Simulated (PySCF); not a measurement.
Isomers of C9H7P. Method used: PySCF 2.14.0, PBE0-D3(BJ)/def2-SVP geometry optimisation, gas phase. Energies are electronic, without zero-point or thermal terms, for one conformer each. No frequencies were run at this level. Point groups hold within 0.08 Å.

Task: Order them by energy at this level, lowest first, and give relative energies in kcal/mol.
A. `c1ccc2pcccc2c1`
B. isophosphinoline (`p1ccc2c(c1)cccc2`)

Result: A (0.0), B (0.3).

Neighbours under 2.5 kcal/mol apart (c1ccc2pcccc2c1 and c1ccc2cpccc2c1) can change places with a better method, another conformer or zero-point energy.

```tsv
SMILES	E (Eh)	E rel (kcal/mol)	dipole (D)	point group	A, B, C (MHz)
c1ccc2pcccc2c1	-687.64857	0.0	1.64	Cs	2353, 1066, 733.5
c1ccc2cpccc2c1	-687.64808	0.3	1.99	Cs	2817, 909.0, 687.3
```

Task: How do the relative energies change in single points at PBE0/pcSseg-1 (no added dispersion term) on the same geometries?

Result: 
```json
{"SMILES": "c1ccc2pcccc2c1", "PBE0-D3(BJ)/def2-SVP (kcal/mol)": "0.0", "PBE0/pcSseg-1 (kcal/mol)": "0.0", "shift": "0.0"}
{"SMILES": "c1ccc2cpccc2c1", "PBE0-D3(BJ)/def2-SVP (kcal/mol)": "0.3", "PBE0/pcSseg-1 (kcal/mol)": "0.2", "shift": "-0.1"}
```

Each column counts from its own lowest isomer. The order is unchanged; the largest shift is 0.1 kcal/mol.

Task: As an exercise, what shares would exp(−E/RT) give at 500 K from these electronic energies alone (no entropy, no degeneracies)?

Result: RT = 0.994 kcal/mol: c1ccc2pcccc2c1 57.7 %, c1ccc2cpccc2c1 42.3 %.
